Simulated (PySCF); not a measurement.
**Correlation energy of O (oxygen, neutral)**

[He] 2s2 2p4, high-spin 3P determinant. Calculation: PySCF 2.14, in aug-cc-pCVTZ-DK with one added diffuse shell each of s, p, d, f type (8s7p5d3f, 75 functions); scalar relativity by spin-free X2C-1e. Frozen: 1s2; 6 electrons correlated.

```json
{"level": "CCSD", "correlation energy (mhartree)": "-165.89"}
{"level": "(T)", "correlation energy (mhartree)": "-3.60"}
{"level": "CCSD(T)", "correlation energy (mhartree)": "-169.49"}
```

Diagnostics: T1 = 0.0077, D1 = 0.0126, largest double amplitude 0.037.

Cost of the coupled-cluster step: about 22 core-seconds, for 6 correlated electrons.

Iterations:

```
CC2 = 0
CCSD nocc = (np.int64(4), np.int64(2)), nmo = (74, 74)
frozen orbitals [[0], [0]]
max_cycle = 100
direct = 0
conv_tol = 1e-08
conv_tol_normt = 1e-06
diis_space = 8
diis_start_cycle = 0
Init t2, MP2 energy = -0.150052029407476
Init E_corr(UCCSD) = -0.150052029414235
cycle = 1  E_corr(UCCSD) = -0.162000530588342  dE = -0.0119485012  norm(t1,t2) = 0.0294145
cycle = 2  E_corr(UCCSD) = -0.164644015415673  dE = -0.00264348483  norm(t1,t2) = 0.0104273
cycle = 3  E_corr(UCCSD) = -0.16585176946768  dE = -0.00120775405  norm(t1,t2) = 0.0052845
cycle = 4  E_corr(UCCSD) = -0.165903552173882  dE = -5.17827062e-05  norm(t1,t2) = 0.00174722
cycle = 5  E_corr(UCCSD) = -0.165865602434419  dE = 3.79497395e-05  norm(t1,t2) = 0.000931727
cycle = 6  E_corr(UCCSD) = -0.165883102679417  dE = -1.7500245e-05  norm(t1,t2) = 0.000271158
cycle = 7  E_corr(UCCSD) = -0.165887128673126  dE = -4.02599371e-06  norm(t1,t2) = 9.7543e-05
cycle = 8  E_corr(UCCSD) = -0.165885668736027  dE = 1.4599371e-06  norm(t1,t2) = 3.2449e-05
cycle = 9  E_corr(UCCSD) = -0.165885307754991  dE = 3.60981037e-07  norm(t1,t2) = 1.13833e-05
cycle = 10  E_corr(UCCSD) = -0.165885281259411  dE = 2.64955794e-08  norm(t1,t2) = 4.51826e-06
cycle = 11  E_corr(UCCSD) = -0.165885345301833  dE = -6.40424216e-08  norm(t1,t2) = 1.71566e-06
cycle = 12  E_corr(UCCSD) = -0.165885354955605  dE = -9.65377256e-09  norm(t1,t2) = 5.90254e-07
UCCSD converged
E(UCCSD) = -75.03111594005938  E_corr = -0.1658853549556055
UCCSD(T) correction = -0.00359534110943508
```
